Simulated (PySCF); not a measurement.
**Stationary points of MnO₃F**

All numbers come from PySCF, PBE0, basis Mn def2-SVP, O def2-SVP, F def2-SVP (no relativity, density fitting).

Relaxations began from a few typed shapes. The search is not exhaustive: other isomers or separated fragments can lie lower, and high-lying points may rest on an excited occupation.

| spin | group | bonds | angles | imaginary modes (cm⁻¹) | ΔE (kJ/mol) | ΔE with ZPE (kJ/mol) |
| --- | --- | --- | --- | --- | --- | --- |
| singlet | C3v | Mn–F 1.691 Å, Mn–O 1.533 Å (×3) | F–Mn–O 108.4° (×3), O–Mn–O 110.5° (×3) | none | 0.0 | 0.0 |
| singlet (closed shell, unstable to spin polarisation) | Cs | Mn–F 1.700 Å, Mn–O 1.513 Å, Mn–O 1.684 Å, Mn–O 2.181 Å, O–O 1.282 Å | F–Mn–O 96.0°, F–Mn–O 113.0°, F–Mn–O 132.0°, Mn–O–O 50.4°, Mn–O–O 93.7° | none | 209.2 | 201.8 |
| singlet (closed shell, unstable to spin polarisation) | C2v | Mn–F 1.688 Å, Mn–O 1.644 Å (×2), Mn–O 1.671 Å | F–Mn–O 111.9° (×2), F–Mn–O 180.0°, O–Mn–O 68.1° (×2), O–Mn–O 136.3° | 1388i, 243i | 517.8 | – |

The lowest minimum found is the singlet C3v: Mn–F 1.691 Å, Mn–O 1.533 Å (×3); F–Mn–O 108.4° (×3), O–Mn–O 110.5° (×3).

Formally Mn is in oxidation state +7, d0. The polar-tensor charge on Mn, 1.73, is far below the formal one.

For the lowest minimum: stability towards spin polarisation was not tested.
